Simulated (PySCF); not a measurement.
Nuclear quadrupole coupling in `C=Cc1nocc1O[SiH3]`

Compound: C5H7NO2Si.
Z-matrix (Å and degrees, GFN2-xTB geometry), rows numbered from 1:
```
C 
C   1  1.3266
C   2  1.4461  1  123.69
N   3  1.3127  2  124.72  1    -0.01
O   4  1.3469  3  108.14  2  -179.99
C   5  1.3424  4  109.55  3     0.03
C   6  1.3655  5  109.20  4    -0.01
O   7  1.3344  3  125.59  2    -0.04
Si  8  1.6328  7  131.50  3   179.89
H   1  1.0759  2  120.57  3     0.03
H   1  1.0761  2  121.71  3  -179.99
H   2  1.0817  1  121.94  3   179.98
H   6  1.0705  5  118.02  4   179.98
H   9  1.4521  8   98.04  7  -179.97
H   9  1.4633  8  110.25  7    60.34
H   9  1.4632  8  110.24  7   -60.33
```

Field gradients from the PBE0/pcSseg-1 density (PySCF, non-relativistic), principal values in atomic units, ordered |Vxx| ≤ |Vyy| ≤ |Vzz|:

```tsv
atom	Vxx	Vyy	Vzz
N4	-0.0082	-1.1647	1.1729
O5	-0.6963	-1.1025	1.7988
O8	-0.6724	-1.0202	1.6925
```

Q: Find the asymmetry η = (Vxx − Vyy)/Vzz and the couplings χ = eQV/h (234.96 MHz × Q in barn × V in au), with Q(14N) = 0.02044 b, Q(17O) = −0.0256 b.

A: 
| atom | environment | nucleus | η | χzz (MHz) | χxx (MHz) | χyy (MHz) |
| --- | --- | --- | --- | --- | --- | --- |
| N4 | pyridine-type nitrogen | 14N | 0.99 | 5.63 | -0.04 | -5.59 |
| O5 | ring oxygen | 17O | 0.23 | -10.82 | 4.19 | 6.63 |
| O8 | silyl ether oxygen | 17O | 0.21 | -10.18 | 4.04 | 6.14 |

At N4 η is above 0.9: Vyy and Vzz are nearly equal in size and opposite in sign, so a small change could swap them and flip the sign of χzz. The tensor is traceless: Vxx + Vyy + Vzz = 0.

Q: What is Vzz at N4 in SI units (1 au = 9.71736 × 10²¹ V/m²)?

A: 1.1729 au = 11.397 × 10²¹ V/m².

Were the hydrogens deuterons (Q(2H) = 0.00286 b), χzz would run from 106 kHz (H15 and H16) to 231 kHz (H13).

Isolated species at its GFN2-xTB geometry (one conformer only). GFN2-xTB bond lengths can be off by several hundredths of an ångström, more for odd bonds, and the gradients follow them. The small basis limits the accuracy of the gradients.

These values come from a run that also computed NMR shieldings. Hardware: one thread of an Arm Neoverse N1, shared host with 64 logical CPUs at a one-minute load of 60. Cost: 62 s, 0.99 GiB resident at most.
